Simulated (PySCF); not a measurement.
A structure optimised at PBE0-D3(BJ)/def2-TZVP, used in a PySCF frequency run:

```
Zn
O 1 1.7733
H 2 0.9586 1 115.65
S 1 2.1495 3 162.10 2 177.28
H 4 1.3447 1 92.99 3 92.26
```

**Question.** Write its SMILES and formula.

**Answer.** [OH][Zn][SH], H2OSZn

**Question.** What are its rotational constants (standard atomic weights)?

**Answer.** 205.38, 2.5949, 2.5809 GHz
